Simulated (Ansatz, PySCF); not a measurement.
Gas-phase reaction (SMILES): OB(O)Br [bromoboronic acid] + F (HF) → OB(O)F [fluoroboronic acid] + Br (HBr); hydrogen fluoride cleaves one B-Br bond, a model of a ligand-exchange step.

Geometries: B3LYP-D3(BJ)/def2-TZVP minima from Ansatz (an electronic-structure program), one conformer each, not searched for the lowest. Valence correlation only, unless marked. No spin-orbit coupling. The frozen core is the preceding noble-gas configuration, with the filled d and f shells of earlier blocks. Non-relativistic. CBS marks a two-point X^-3 extrapolation of the correlation energy; Hartree-Fock from the larger set. Thermal terms are rigid-rotor harmonic-oscillator values from B3LYP-D3(BJ) frequencies (Ansatz or PySCF) at 298.15 K and 1 atm. 1 Eh = 627.5095 kcal/mol.

```csv
species,"E, CCSD(T)/CBS(cc-pVTZ,cc-pVQZ) (Ansatz) (Eh)","E, PBE/def2-TZVPD (Ansatz) (Eh)",H - E (Eh)
OB(O)Br,-2749.17250,-2750.30126,0.04011
F (HF),-100.39146,-100.39521,0.01259
OB(O)F,-276.30590,-276.34962,0.04166
Br (HBr),-2573.28320,-2574.36895,0.00927
```

Problem. Work out ΔE and ΔH at 298.15 K at the first level, then ΔH at the second.

Solution. 
1. ΔE = [(-276.30590) + (-2573.28320)] - [(-2749.17250) + (-100.39146)] = -0.02514 Eh = -15.8 kcal/mol at CCSD(T)/CBS(cc-pVTZ,cc-pVQZ).
2. The terms H - E add up to -0.00177 Eh, so ΔH = (-0.02514 + (-0.00177))×627.5095 = -16.9 kcal/mol.
3. At PBE/def2-TZVPD the same steps give ΔE = -13.9 and ΔH = -15.0 kcal/mol, a shift of +1.9 from the first level.
4. These values are not checked against measurement here, since the tables used lack a sound gas-phase enthalpy of formation for at least one species.
